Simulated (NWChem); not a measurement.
Molecule: CH$_{3}$ClSi, singlet; SMILES [Si](C)Cl

```xyz
6

Si     0.7819    -0.5344     0.0000
Cl    -0.1794     1.3411     0.0000
C     -0.7674    -1.6312     0.0001
H     -0.5080    -2.7015     0.0064
H     -1.3881    -1.4193    -0.8885
H     -1.3956    -1.4095     0.8810
```
Atoms are numbered in this order, from 1.

Low-valent species are run as closed-shell singlets; no triplet was tried in these runs. Structure relaxed at the PBE0/def2-SVP level.

Question: List the 4 lowest vertical singlet excitations from PBE0/def2-SVPD, TDA (NWChem).

Answer: 
```json
[
 {"state": "S1", "energy (eV)": "3.07", "oscillator strength": "0.031", "leading excitation (squared amplitude)": "HOMO → LUMO (0.97)"},
 {"state": "S2", "energy (eV)": "5.29", "oscillator strength": "0.010", "leading excitation (squared amplitude)": "HOMO−1 → LUMO (0.98)"},
 {"state": "S3", "energy (eV)": "5.77", "oscillator strength": "0.043", "leading excitation (squared amplitude)": "HOMO → LUMO+1 (0.65)"},
 {"state": "S4", "energy (eV)": "6.19", "oscillator strength": "0.003", "leading excitation (squared amplitude)": "HOMO−3 → LUMO (0.98)"}
]
```
